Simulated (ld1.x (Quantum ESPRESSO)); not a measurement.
**Building the PAW potential for beryllium (Be) (LDA (PZ), scalar-relativistic).**

ld1.x (Quantum ESPRESSO) 7.5 input, shortened:

```
&input
   title='Be', zed=4., rel=1, dft='PZ', iswitch=3,
   config='[He] 2s1.75 2p0 3d-2'
 /
 &inputp
   pseudotype=3, lpaw=.true., tm=.true., lloc=-1, rcloc=2.25,
   nlcc=.false.,
   which_augfun='PSQ', rmatch_augfun_nc=.true.
 /
6
2S  1  0   1.75   0.00  1.65  1.85  0.0
2S  1  0   0.00   0.05  1.65  1.85  0.0
2P  2  1   0.00   0.00  3.85  4.35  0.0
2P  2  1   0.00   1.25  3.85  4.35  0.0
3D  3  2  -2.00   0.30  3.65  4.00  0.0
3D  3  2  -2.00   2.50  3.65  4.00  0.0
 &test
   configts(1)='2s1.75 2p0'
 /
```

All-electron outer shells of the reference configuration (LDA (PZ), scalar-relativistic, ld1.x):

```
shell  level (eV)  outermost node (bohr)  outermost maximum (bohr)
   1s     -107.49                      –                      0.27
   2s       -7.49                   0.60                      1.99
   2p       -3.85                      –                      2.15
```

Problem. Does the generator finish with these settings?

Solution. Yes, a potential is produced and its reference levels are reproduced.

Problem. Estimate the cutoffs (Ry, on a coarse ladder) from which the occupation-weighted sum of valence levels, in a spherical-Bessel basis at the reference potential, stays within 10 and 1 mRy of its value at 400 Ry.

Solution. 6 Ry and 8 Ry.

Problem. Does the potential have ghost states?

Solution. No extra level below or beside the all-electron valence levels (s, p, d, f tested).

Problem. Is the overlap operator S = 1 + Σ q|β⟩⟨β| positive definite (Bessel basis up to 400 Ry)?

Solution. Yes: its lowest eigenvalue is 0.55 (s channel).

Problem. Tests: 2s2 2p0; 2s1 2p0; 2s1.5 2p0; 2s1 2p1; 2s0 2p1; 2s0 2p2. Which has the largest error in its energy relative to the reference configuration, and how large is it?

Solution. 2s0 2p2, with -2.4 meV (all-electron minus pseudo) on +5.44 eV.
